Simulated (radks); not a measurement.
The table gives one normalised radial function P(r) = r R(r) (large component) of Ne5+ in [He] 2s1 2p1 3p1 (r in bohr). All-electron calculation, Dirac Kohn-Sham, AM05, spin-unpolarised, spherical densities, point nucleus; open shells fill j = l - 1/2 first. Program: a radial shooting solver on a logarithmic mesh with Libxc functionals.

r	P
0.006275	0.3605
0.007851	0.4438
0.009822	0.5440
0.01229	0.6637
0.01537	0.8047
0.01923	0.9682
0.02406	1.1538
0.03035	1.3661
0.03796	1.5839
0.0475	1.8023
0.05942	2.0037
0.07434	2.1642
0.093	2.2554
0.1164	2.2485
0.1456	2.1217
0.1821	1.8703
0.2278	1.5154
0.285	1.1063
0.3566	0.7100
0.4461	0.3887
0.5582	0.1746
0.6983	0.0613
0.8736	0.0158
1.102	0.0026
1.378	0.0003
1.724	0.0000
2.157	0.0000
2.699	0.0000
3.377	0.0000
4.224	0.0000
5.285	0.0000

Which n and l does it have? It may be an empty orbital.

Answer. n = 1, l = 0: the number of nodes gives n - l - 1 = 0, the rise at small r points to l (this Dirac orbital starts as r^gamma with gamma = sqrt((l + 1)^2 - (Z/c)^2) = 1.00; the j = 1/2 orbital of l + 1 starts with the same power, but with a smaller coefficient, and then steepens), and the extent must fit the shell. The curve is that of 1s1/2. 1s1/2: eigenvalue -1013.3 eV, 0 radial nodes, <r> = 0.158 bohr, 90 % of the charge inside 0.281 bohr.
